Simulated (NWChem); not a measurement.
CdH2O2; SMILES [OH][Cd][OH]

```xyz
5

Cd     0.0000     0.0000     0.0034
O     -1.9569    -0.0394    -0.0847
H     -2.3458     0.5211     0.5963
O      1.9569     0.0394    -0.0847
H      2.3458    -0.5211     0.5963
```
Atoms are numbered in this order, from 1.

All runs: NWChem. Coordinates come from a PBE0/def2-SVP (def2 core potentials past Kr) optimisation.

### Question
Predict the results for TPSS/STO-3G, non-relativistic. Quantities: highest occupied level (eV); orbital gap (eV); dipole (D).

### Answer
```
Item                         Result
---------------------------  ------
highest occupied level (eV)   -1.17
orbital gap (eV)               5.07
dipole (D)                     1.34
```
